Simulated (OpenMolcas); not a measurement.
## Tl+: RASPT2 settings compared

```json
{"Program": "OpenMolcas", "Basis": "ANO-R1 [7s6p4d2f]", "Scalar Hamiltonian": "X2C, finite nucleus", "Active space": "2 electrons in 9 orbitals (RAS2 6s 6p; RAS3 6d, at most 2 electrons)", "State averaging": "2S+1 = 3 even, 3 roots; 2S+1 = 1 even, 6 roots; 2S+1 = 3 odd, 3 roots; 2S+1 = 1 odd, 3 roots", "Spin-orbit coupling": "state interaction with AMFI integrals over the reference wave functions, term energies averaged over their components"}
```

Methods on the same reference wave functions:
A. RASSCF
B. SS-RASPT2, IPEA 0.75 Eh, imaginary shift 0.1 Eh (closed shells correlated: none)
C. SS-RASPT2, IPEA 0.5 Eh, sigma1 regulariser 0.05 Eh (closed shells correlated: 5d)
D. SS-RASPT2, IPEA 0 Eh, sigma1 regulariser 0.2 Eh (closed shells correlated: none)

Energies in cm⁻¹ above 6s² ¹S₀, the measured ground level; measured values from NIST Handbook of Basic Atomic Spectroscopic Data.

```tsv
Level	A	B	C	D	Measured
6s² ¹S₀	0.0	0.0	0.0	0.0	0.0
6s 6p ³P°₀	44434	45400	51340	45450	49451
6s 6p ³P°₁	47448	48400	54220	48450	52394
6s 6p ³P°₂	55169	56130	62080	56180	61728
6s 6p ¹P°₁	74551	75160	76390	75190	75663
```

Deviations, from unrounded energies. A percentage is the sum of absolute deviations over the sum of measured energies, with the sign that they share, or ± where signs differ.

| Against measurement | Levels | A | B | C | D |
| --- | --- | --- | --- | --- | --- |
| mean absolute deviation (cm-1) | 4 | 4400 | 3500 | 1200 | 3500 |
| other configurations (%) | 4 | -7.4 | -5.9 | +2.0 | -5.8 |

C lies closest to measurement on these levels and A furthest from it. The largest miss of C in the table is 6s 6p ³P°₀, by +1900 cm-1. The ranking rests on the paired levels alone, and a cruder setting can come out closer through cancelling errors.

Among B to D the level of the table that moves most is 6s 6p ³P°₀, by 5900 cm-1 (lowest in B, highest in C). Moves below CASPT2's spread within the term are not significant.

The lowest spin-free term lies below A's lowest term by 0.005 hartree in B, 0.320 hartree in C, 0.005 hartree in D.

Active for correlation alone: 6d; no level in the range computed is led by a configuration that fills it, so any true level of that kind is missing. Spin-orbit splittings of 6p shells tend to come out small when the coupling is added on scalar orbitals. Computed and measured levels are paired by configuration, term and J; levels that our copy of the source lacks, or whose pairing is in doubt (as where it misses far off the trend of its configuration), stay unpaired and out of the deviations. Only configurations of the active space appear. The table leaves out levels that lie high or whose names do not pair safely across all columns.

° marks odd parity.
